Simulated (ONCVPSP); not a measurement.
**Building the ONCV potential for zinc (Zn) (LDA (Perdew-Wang 92), scalar-relativistic).**

zinc, optimised norm-conserving Vanderbilt (ONCV), made with ONCVPSP 4.0.1 (LDA (Perdew-Wang 92), scalar-relativistic). Core [Ar] 3d10, reference 4s1 (charge +1). Waves: 4s: rc 1.75 bohr, ncon 4, nbas 8, qcut 3.2 1/bohr, 2 projectors, debl 1.6 Ha; p scattering state at 0.03 Ha: rc 1.40 bohr, ncon 4, nbas 8, qcut 6.6 1/bohr, 1 projector. Local part: polynomial inside 1.35 bohr (lpopt 5, dvloc0 -1 Ha). Core correction: Teter function, fcfact 3.75, rcfact 1.

All-electron outer shells of the reference configuration (LDA (PZ), scalar-relativistic, ld1.x):

```json
{"shell": "3d", "level (eV)": "-20.12", "outermost node (bohr)": "–", "outermost maximum (bohr)": "0.56"}
{"shell": "4s", "level (eV)": "-14.35", "outermost node (bohr)": "0.85", "outermost maximum (bohr)": "1.99"}
```

Question: Does this generation succeed?

Answer: No. ONCVPSP 4.0.1 stopped with "ERROR pspot: first pseudo wave function has node, program will stop": the optimised pseudo-wave of the first projector has a node, so the radial equation cannot be inverted for a potential. It happened in the p channel.
